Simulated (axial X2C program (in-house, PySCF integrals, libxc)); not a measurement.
PrO²⁺: the levels of the configuration f1 s0 d(πδ)0

Calculated with an in-house all-electron X2C program for linear molecules (integrals from PySCF): two-component X2C with atomic mean-field Coulomb and Gaunt terms, basis Pr dyall-v3z, O dyall-v3z (cores contracted in-house). Orbitals come from Hartree–Fock averaged over the configuration Pr f1 s0 d(πδ)0; CI then distributes these electrons over the f, s, d(πδ) shells of Pr.

R = 1.626 Å (near the minimum of the configuration average).

Active spinors (ω > 0):

| shell | ω | ε (eV) | character |
| --- | --- | --- | --- |
| f | 1/2 | -10.72 | 84% Pr f, 11% Pr d, 4% O p |
| f | 5/2 | -10.36 | 100% Pr f |
| f | 3/2 | -10.33 | 98% Pr f |
| f | 1/2 | -10.13 | 93% Pr f, 4% Pr d |
| f | 7/2 | -10.09 | 100% Pr f |
| f | 5/2 | -10.06 | 100% Pr f |
| f | 3/2 | -10.03 | 95% Pr f |
| s | 1/2 | -10.78 | 82% Pr s, 10% Pr p, 5% Pr d |
| d(πδ) | 3/2 | -11.02 | 99% Pr d |
| d(πδ) | 5/2 | -10.90 | 99% Pr d |
| d(πδ) | 3/2 | -3.81 | 88% Pr d, 10% Pr f |
| d(πδ) | 1/2 | -3.71 | 84% Pr d, 12% Pr p |

Lowest levels of this model:

| Ω | energy (cm⁻¹) | g∥ | configuration |
| --- | --- | --- | --- |
| 5/2 | 0 | 4.22 | 100% f1 |
| 3/2 | 1044 | 2.08 | 100% f1 |
| 7/2 | 2684 | 8.00 | 100% f1 |
| 5/2 | 3190 | 5.78 | 100% f1 |
| 1/2 | 5939 | 0.19 | 100% f1 |
| 3/2 | 7423 | 3.92 | 100% f1 |
| 1/2 | 10487 | 1.81 | 100% f1 |

g∥ is the magnitude of 2⟨Lz + ge Sz⟩ for the +Ω component.

Problem. From Ω and g∥ of the lowest level, whose 2⟨Lz + ge Sz⟩ is positive, find ⟨Sz⟩ and ⟨Lz⟩ (ge = 2.0023).

Solution. Ω = ⟨Lz⟩ + ⟨Sz⟩ = 5/2 and ⟨Lz⟩ + ge⟨Sz⟩ = 2.110, so ⟨Sz⟩ = -0.39 and ⟨Lz⟩ = 2.89.

Occupations of the active spinors in the lowest level by ω, shell by shell in order of energy: -7/2: 0.00; -5/2: 0.00 0.00 0.00; -3/2: 0.00 0.00 0.00 0.00; -1/2: 0.00 0.00 0.00 0.00; 1/2: 0.00 0.00 0.00 0.00; 3/2: 0.00 0.00 0.00 0.00; 5/2: 1.00 0.00 0.00; 7/2: 0.00. The leading determinant has weight 1.00 among 3.

This point took 1.2 s on 1 thread of Intel(R) Xeon(R) 6975P-C (Granite Rapids), on a shared host.

Dynamic correlation is missing, so gaps between terms are too wide and other configurations may lie lower; the lowest level listed is that of this model, not necessarily the ground state. At most 6 roots were kept for each Ω > 0 (twice that for Ω = 0) within 2.2 eV of the lowest, so higher up levels can be missing between those listed; levels with Ω > 0 are doubly degenerate and listed once, Ω = 0 levels singly. Some active spinors are only partly of the character that their shell is named for, so the shell names and counts are nominal. States that fill the shells left empty in the average are placed too high.
